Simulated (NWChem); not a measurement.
System: trans-dichloroethylene (C2H2Cl2); SMILES Cl/C=C/Cl

NWChem input:

```
start job
memory heap 200 mb stack 900 mb global 1100 mb
geometry units angstroms noautoz
  Cl     0.043724    -2.147511     0.000000
  C     -0.442876    -0.497842     0.000000
  C      0.442876     0.497842     0.000000
  Cl    -0.043724     2.147511     0.000000
  H     -1.522662    -0.333993     0.000000
  H      1.522662     0.333993     0.000000
end
basis spherical
  * library def2-tzvpd
end
dft
  xc xcamb88 1.00 lyp 0.81 vwn_5 0.19 hfexch 1.00
  cam 0.33 cam_alpha 0.19 cam_beta 0.46
  iterations 150
  semidirect filesize 400000000
  mulliken
end
task dft energy
```

Parts of the log:

```
             Northwest Computational Chemistry Package (NWChem) 7.3.0
             --------------------------------------------------------

 C2H symmetry detected

                             Geometry "geometry" -> ""
                             -------------------------

 Output coordinates in angstroms (scale by  1.889725989 to convert to a.u.)

  No.       Tag          Charge          X              Y              Z
 ---- ---------------- ---------- -------------- -------------- --------------
    1 Cl                  17.0000     0.04203972    -2.14754463     0.00000000
    2 C                    6.0000    -0.44326632    -0.49749450     0.00000000
    3 C                    6.0000     0.44326632     0.49749450     0.00000000
    4 Cl                  17.0000    -0.04203972     2.14754463     0.00000000
    5 H                    1.0000    -1.52292348    -0.33279869     0.00000000
    6 H                    1.0000     1.52292348     0.33279869     0.00000000

 Effective nuclear repulsion energy (a.u.)     175.7069530566

      Symmetry information
      --------------------

 Group name             C2h
 Group number             21
 Group order               4
 No. of unique centers     3

                                 NWChem DFT Module
                                 -----------------

 Summary of "ao basis" -> "ao basis" (spherical)
 ------------------------------------------------------------------------------
       Tag                 Description            Shells   Functions and Types
 ---------------- ------------------------------  ------  ---------------------
 Cl                        def2-tzvpd               16       46   6s6p3d1f
 C                         def2-tzvpd               13       37   6s3p3d1f
 H                         def2-tzvpd                5        9   3s2p

      Symmetry analysis of basis
      --------------------------

        ag         63
        au         29
        bg         29
        bu         63

            General Information
            -------------------
          SCF calculation type: DFT
          Wavefunction type:  closed shell.
          No. of atoms     :     6
          No. of electrons :    48
           Alpha electrons :    24
            Beta electrons :    24
          Charge           :     0
          Spin multiplicity:     1
          Use of symmetry is: on ; symmetry adaption is: on
          Maximum number of iterations: 150
          AO basis - number of functions:   184
                     number of shells:    68
          Convergence on energy requested:  1.00D-06
          Convergence on density requested:  1.00D-05
          Convergence on gradient requested:  5.00D-04

              XC Information
              --------------
                     Hartree-Fock (Exact) Exchange  1.000
                   CAM-Becke88 Exchange Functional  1.000
                      VWN V Correlation Functional  0.190 local
              Lee-Yang-Parr Correlation Functional  0.810

           Range-Separation Parameters
           ---------------------------
           Alpha           :  0.19
           Beta            :  0.46
           Gamma           :  0.33
           Short-Range HF  :     F

             Grid Information
             ----------------
          Grid used for XC integration:  medium
          Radial quadrature: Mura-Knowles
          Angular quadrature: Lebedev.
          Tag              B.-S. Rad. Rad. Pts. Rad. Cut. Ang. Pts.
          ---              ---------- --------- --------- ---------
          Cl                  1.00       88          15.0       590
          C                   0.70       49          12.0       434
          H                   0.35       45          12.0       434
          Grid pruning is: on
          Number of quadrature shells:   182
          Spatial weights used:  Erf1

      Superposition of Atomic Density Guess
      -------------------------------------

 Sum of atomic energies:        -995.29809362

      Non-variational initial energy
      ------------------------------

 Total energy =    -996.876147
 1-e energy   =   -1721.479368
 2-e energy   =     548.896268
 HOMO         =      -0.260791
 LUMO         =       0.024158

      Symmetry analysis of molecular orbitals - initial
      -------------------------------------------------

  Numbering of irreducible representations:

     1 ag          2 au          3 bg          4 bu

  Orbital symmetries:

     1 bu          2 ag          3 ag          4 bu          5 bu
     6 ag          7 bu          8 ag          9 bu         10 ag
    11 au         12 bg         13 ag         14 bu         15 ag
    16 bu         17 bu         18 ag         19 au         20 ag
    21 bg         22 bu         23 ag         24 au         25 bg
    26 bu         27 ag         28 bu         29 ag         30 au
    31 bu         32 ag         33 bg         34 bu

     ---------------------------------------------
      Total Density - Mulliken Population Analysis
     ---------------------------------------------

    Atom       Charge   Shell Charges
 -----------   ------   -------------------------------------------------------
    1 Cl  17    17.36   2.01  0.45  1.52  1.09  0.89  0.05  4.19  1.69  1.09  2.83  1.46  0.03  0.01  0.03  0.02  0.00
    2 C    6     5.89   0.86  1.12  0.55  0.62  0.20 -0.01  1.09  1.24  0.17  0.02  0.08 -0.05  0.01
    3 C    6     5.89   0.86  1.12  0.55  0.62  0.20 -0.01  1.09  1.24  0.17  0.02  0.08 -0.05  0.01
    4 Cl  17    17.36   2.01  0.45  1.52  1.09  0.89  0.05  4.19  1.69  1.09  2.83  1.46  0.03  0.01  0.03  0.02  0.00
    5 H    1     0.75   0.24  0.45  0.06  0.02 -0.03
    6 H    1     0.75   0.24  0.45  0.06  0.02 -0.03

   convergence    iter        energy       DeltaE   RMS-Dens  Diis-err
 ---------------- ----- ----------------- --------- --------- ---------
 d= 0,ls=0.0,diis     1   -997.7619491752 -1.17D+03  6.41D-03  1.38D+00
 d= 0,ls=0.0,diis     2   -997.7941467929 -3.22D-02  2.43D-03  2.59D-01
 d= 0,ls=0.0,diis     3   -997.8111090445 -1.70D-02  9.94D-04  1.21D-01
 d= 0,ls=0.0,diis     4   -997.8263597455 -1.53D-02  1.72D-04  7.80D-04
 d= 0,ls=0.0,diis     5   -997.8264312920 -7.15D-05  4.48D-05  3.55D-05
  Resetting Diis
 d= 0,ls=0.0,diis     6   -997.8264373644 -6.07D-06  9.27D-06  8.92D-07
 d= 0,ls=0.0,diis     7   -997.8264376484 -2.84D-07  1.90D-06  3.90D-08

         Total DFT energy =     -997.826437648411
      One electron energy =    -1723.658154280985
           Coulomb energy =      618.178796693459
    Exchange-Corr. energy =      -68.054033117533
 Nuclear repulsion energy =      175.706953056648

 Numeric. integr. density =       47.999998385885

                  Occupations of the irreducible representations
                  ----------------------------------------------

                     irrep           alpha         beta
                     --------     --------     --------
                     ag               10.0         10.0
                     au                3.0          3.0
                     bg                2.0          2.0
                     bu                9.0          9.0

                       DFT Final Molecular Orbital Analysis
                       ------------------------------------

 Vector   22  Occ=2.000000D+00  E=-3.972780D-01  Symmetry=bu
              MO Center=  1.2D-15,  8.9D-14, -2.9D-16, r^2= 5.5D+00
   Bfn.  Coefficient  Atom+Function         Bfn.  Coefficient  Atom+Function
  ----- ------------  ---------------      ----- ------------  ---------------
    16      0.374623  1 Cl px               136      0.374623  4 Cl px
    19      0.244411  1 Cl px               139      0.244411  4 Cl px
    13      0.184050  1 Cl px               133      0.184050  4 Cl px
     7     -0.147062  1 Cl px               127     -0.147062  4 Cl px
    10     -0.067532  1 Cl px               130     -0.067532  4 Cl px

 Vector   23  Occ=2.000000D+00  E=-3.922696D-01  Symmetry=ag
              MO Center=  4.8D-16, -9.1D-14,  2.6D-17, r^2= 5.3D+00
   Bfn.  Coefficient  Atom+Function         Bfn.  Coefficient  Atom+Function
  ----- ------------  ---------------      ----- ------------  ---------------
    16      0.342900  1 Cl px               136     -0.342900  4 Cl px
    19      0.236583  1 Cl px               139     -0.236583  4 Cl px
    13      0.169065  1 Cl px               133     -0.169065  4 Cl px
     7     -0.134730  1 Cl px               127      0.134730  4 Cl px
    17      0.120001  1 Cl py               137     -0.120001  4 Cl py

 Vector   24  Occ=2.000000D+00  E=-3.190347D-01  Symmetry=au
              MO Center=  2.1D-15,  7.2D-15, -1.7D-15, r^2= 3.8D+00
   Bfn.  Coefficient  Atom+Function         Bfn.  Coefficient  Atom+Function
  ----- ------------  ---------------      ----- ------------  ---------------
    18      0.287946  1 Cl pz               138      0.287946  4 Cl pz
    55     -0.235476  2 C  pz                92     -0.235476  3 C  pz
    21      0.209330  1 Cl pz                58     -0.208440  2 C  pz
    95     -0.208440  3 C  pz               141      0.209330  4 Cl pz
    15      0.142524  1 Cl pz               135      0.142524  4 Cl pz

 Vector   25  Occ=0.000000D+00  E= 1.186262D-02  Symmetry=bg
              MO Center=  1.4D-14,  3.6D-14, -3.3D-15, r^2= 3.5D+00
   Bfn.  Coefficient  Atom+Function         Bfn.  Coefficient  Atom+Function
  ----- ------------  ---------------      ----- ------------  ---------------
    55      0.290746  2 C  pz                58      0.290505  2 C  pz
    92     -0.290746  3 C  pz                95     -0.290505  3 C  pz
    61      0.167872  2 C  pz                98     -0.167872  3 C  pz
    21     -0.135910  1 Cl pz               141      0.135910  4 Cl pz
   175      0.132675  5 H  pz               184     -0.132675  6 H  pz

[...]
```

Level: CAM-B3LYP/def2-TZVPD. Structure relaxed at the PBE0/def2-SVP level.
